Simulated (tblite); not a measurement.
Species: C6H11ClOSi2.
Numbering: `[CH3:1][C:2]#[C:3][SiH2:4]/[CH:5]=[CH:6]\[Si@@H:7]([Cl:8])[O:9][CH3:10]` (hydrogens: H11, H12, H13 on C1; H14, H15 on Si4; H16 on C5; H17 on C6; H18 on Si7; H19, H20, H21 on C10)

A start from a force field or distance geometry was refined with GFN2-xTB geometry optimisation, gas phase (tblite). Values at the start:

```csv
coordinate,start
C1–C2,1.465 Å
C1–H11,1.091 Å
C2≡C3,1.199 Å
C3–Si4,1.874 Å
Si4–C5,1.832 Å
Si4–H14,1.494 Å
Si4–H15,1.490 Å
C5=C6,1.355 Å
C5–H16,1.081 Å
C6–Si7,1.835 Å
C6–H17,1.079 Å
Si7–Cl8,2.034 Å
Si7–O9,1.662 Å
Si7–H18,1.474 Å
O9–C10,1.422 Å
C10–H19,1.096 Å
C2–C3–Si4,177.8°
C3–Si4–C5,112.0°
Si4–C5–C6,130.7°
C5–C6–Si7,130.3°
C6–Si7–Cl8,104.0°
C6–Si7–O9,113.2°
Si7–O9–C10,118.5°
Cl8–Si7–O9,106.5°
C3–Si4–C5–C6,-52°
C5–C6–Si7–Cl8,-153°
C6–Si7–O9–C10,160°
```

Q: How do these coordinates change at the GFN2-xTB level?

A: 
```tsv
coordinate	GFN2-xTB (Å or °)	change
Si4–C5	1.890	+0.058
Si7–O9	1.618	-0.044
C6–Si7	1.872	+0.037
C3–Si4	1.846	-0.028
O9–C10	1.397	-0.025
Si4–H15	1.466	-0.024
C5=C6	1.331	-0.024
Si4–H14	1.476	-0.018
C1–C2	1.447	-0.018
Si7–H18	1.464	-0.010
C6–H17	1.087	+0.008
C2≡C3	1.205	+0.006
C5–H16	1.086	+0.005
Si7–Cl8	2.029	-0.005
C10–H19	1.093	-0.003
C1–H11	1.090	-0.001
Si7–O9–C10	130.5	+12.0
C6–Si7–O9	103.3	-9.9
C6–Si7–Cl8	110.3	+6.3
C5–C6–Si7	126.5	-3.8
Si4–C5–C6	127.0	-3.7
Cl8–Si7–O9	109.8	+3.3
C3–Si4–C5	110.0	-2.0
C2–C3–Si4	179.8	+2.0
C6–Si7–O9–C10	178	+18
C5–C6–Si7–Cl8	-145	+8
C3–Si4–C5–C6	-50	+2
```

The energy falls by 29.3 kJ/mol over 122 L-BFGS steps, the largest force on an atom goes from 1.99 to 0.009 eV/Å, and the atoms move by 0.357 Å rms after alignment. The bond that changes most is Si4–C5 (SiH2 silicon to alkene CH carbon), which lengthens by 0.058 Å. Bonds longer at the end by more than 0.005 Å: 6 of 20; shorter: 11. Among the dihedrals that turn most is Cl8–Si7–O9–C10, from -87° to -65°. Rotational constants go from 1073, 481.8, 388.2 to 1092, 533.0, 434.9 MHz.

Time: 1.9 s. Hardware: one thread, Intel Xeon Platinum 8488C (x86_64), no GPU (shared host).

GFN2-xTB frequencies show an imaginary mode (38i cm⁻¹), so the point is no minimum at that level. 3 starts were optimised and ended at 0.00, 0.08 and 0.11 kcal/mol (GFN2-xTB); the lowest of these is shown.

The numbers are calculated, not measured.
